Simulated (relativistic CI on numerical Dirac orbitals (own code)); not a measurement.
## What each ingredient does to the levels of Er XXXIV

Base calculation: Dirac-Coulomb-Breit CI, orbitals from a KLI potential per configuration, QED by a radiative potential, unscaled Slater integrals.

CI space (outside the closed core [Ar] 3d10): 4s2.4p5, 4s.4p6, 4s2.4p4.4d, 4s.4p5.4d, 4s2.4p4.4f, 4s.4p5.4f, 4p6.4d, 4s.4p4.4d2, 4s2.4p3.4d.4f, 4p6.4f, 4p5.4d2, 4p4.4d3, 4p4.4d2.4f. Double excitations out of closed p, d and f shells are left out; levels of such configurations are missing from the list, as are those of other unlisted configurations, and high levels can miss mixing partners.

Variants: (1) Breit term removed. Shifts of the energy above 4s2.4p5 2P°_3/2, in cm⁻¹, for the lowest level and the first level of each name with at least 55 % of one term (blank where a level changes its place among those of its configuration and J or its character, or is not in the variant):

```tsv
Level	Base	Δ(1)
4s2.4p5 2P°_3/2	0	0
4s2.4p5 2P°_1/2	471032	+5339
4s2.4p4.4d 2D_3/2	1117744	+3195
4s2.4p4.4d 4F_9/2	1137845	+6007
4s2.4p4.4d 4D_1/2	1454656	
4s2.4p4.4d 2G_7/2	1531156	+9100
4s2.4p4.4d 2G_9/2	1625883	+11556
4s.4p5.4d 4P°_1/2	2202934	+2895
4s.4p5.4d 4P°_3/2	2224617	+3366
4s.4p5.4d 4F°_7/2	2235652	+4398
4s.4p5.4d 4F°_9/2	2287196	+6527
4s.4p5.4d 4D°_7/2	2376504	+5850
4s.4p5.4d 2F°_7/2	2441354	+6000
4s2.4p4.4f 4G°_11/2	2499831	+9395
```

At this charge energies of transitions that change n are usually good to better than 1 %, and those within a shell (Δn = 0) to a few per cent.

Ionisation energy from the two ground configurations alone: base 1416.55 eV; Breit term removed 1417.66 eV. The NIST ASD value (theoretical) is 1416 eV.

LS names give the leading component of a level, which can be under half, so a name can repeat, a term be missing and a line seem to break the LS rules.
